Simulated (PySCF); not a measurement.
# How methods differ on the excitation energy of Sc²⁺

Sc²⁺ [Ar] 3d1 (2D) → Sc²⁺ [Ar] 4s1 (2S), as a difference of total energies. Computed with PySCF 2.14 in dyall-av2z (16s12p7d2f, 101 functions), with the non-relativistic Hamiltonian (point nucleus). The calculations carry no spin-orbit coupling.

```csv
method,excitation energy (cm⁻¹)
UHF,25909
LDA,30949
PBE,31516
PBE0,31512
r2SCAN,33200
TPSSh,33457
PW91,31972
wB97X,33721
```

A first-order spin-orbit estimate (lowest level to lowest level, LS coupling) adds 0.016 eV.
